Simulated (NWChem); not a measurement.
System: InF cation, doublet; SMILES of the neutral closed-shell parent [F][In]

Input file for NWChem:

```
start job
memory heap 200 mb stack 900 mb global 1100 mb
charge 1
geometry units angstroms noautosym nocenter noautoz
  In     0.000000     0.000000    -0.186534
  F      0.000000     0.000000     1.764115
end
basis spherical
  * library def2-svp
end
ecp
  In library def2-ecp
end
dft
  odft
  mult 2
  xc slater vwn_5
  iterations 150
end
tddft
  cis
  nroots 6
end
task tddft energy
```

Geometry: optimised at PBE0/def2-SVP, spin-unrestricted. The spin multiplicity was typed, not searched, and may not be the lowest. No stability test was run on the SCF state. def2 effective core potentials on In; no spin-orbit coupling.

Vertical excitations in the gas phase. Excited states of an open shell can be spin-contaminated.

Predict the main results of this run. (LDA (Slater exchange, VWN5)/def2-SVP with def2 effective core potentials on In, spin-unrestricted, TDA.) Quantities: lowest excitation (eV); oscillator strength of that lowest state; lowest state with f > 0.02 (eV); oscillator strength of that bright state; lowest empty minus highest occupied level, either spin (eV).


* **lowest excitation (eV)**: 1.47
* **oscillator strength of that lowest state**: 0.001
* **lowest state with f > 0.02 (eV)**: 4.49
* **oscillator strength of that bright state**: 0.063
* **lowest empty minus highest occupied level, either spin (eV)**: 0.94
